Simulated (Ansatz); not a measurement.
# Four-centre ligand exchange

Start structure (SiNH3Cl4, singlet), relaxed at PBE0-D4/def2-TZVP:

```xyz
9
angstrom
Si -0.3979 -0.6762 -0.3950
Cl 1.4966 -1.0534 -1.1644
Cl -1.3475 -2.2886 -1.3378
Cl -0.8275 -1.2718 1.5502
Cl -1.5606 0.8087 -1.2709
H 0.9438 1.5403 -0.1579
N 0.5410 0.9192 0.5371
H -0.1291 1.4403 1.0943
H 1.2813 0.5814 1.1444
```

The step: SiCl₄ ([Cl][Si]([Cl])([Cl])[Cl]) + NH₃ → SiNH₂Cl₃ ([NH2][Si]([Cl])([Cl])[Cl]) + HCl; bonds formed: Cl2–H6; dative contacts that become bonds: Si1–N7; bonds broken: Si1–Cl2, H6–N7. Computed with Ansatz 0.2.0 (basis: def2-TZVPP and def2-QZVPP); correlated methods freeze the cores. Extrapolation: Hartree–Fock as exp(−7.88 √X), correlation as X^−2.97. Energies below are by CCSD(T) at an estimated basis limit (MP2 extrapolated from triple and quadruple zeta, plus CCSD(T) − MP2 in triple zeta).

Q: What are the electronic barrier and the energy of the step, from the start structure to the end structure? (An estimate is asked for; the value comes from the calculation.)

A: By the calculation: Barrier 22.11 kcal/mol; step energy 5.13 kcal/mol (uphill); reverse barrier, their difference, 16.98 kcal/mol. Barrier and step energy count from the start structure, the reverse barrier from the end structure.

The saddle point: One imaginary mode of 213i cm⁻¹.
```
   pair  start (Å)  saddle (Å)  end (Å)
 Si1–N7       2.07        1.83     1.71
 Cl2–H6       2.84        1.76     1.31
Si1–Cl2       2.08        2.87     4.12
  H6–N7       1.02        1.11     1.92
```

Zero-point energy (harmonic, PBE0-D4): ZPE is 29.67 kcal/mol at the start and 27.38 kcal/mol at the saddle, so the barrier goes from 22.11 to 19.83 kcal/mol.

T1 diagnostic: at most 0.010.

The step is the kind of exchange with an N–H group that builds nitride films in atomic layer and chemical vapour deposition.

Labels in which every atom is bracketed show which atoms are joined, not bond orders.

For scale, one of the runs: CCSD(T)/def2-TZVPP, 283 basis functions, launched by `ansatz run in.yaml --threads 8 --pin off --events-out ev --progress --plain --max-ram 19148MiB`. Time: 3.9 min of wall clock on 8 CPU threads of an Intel Xeon; the host was shared. Peak host memory: 7.5 GiB.
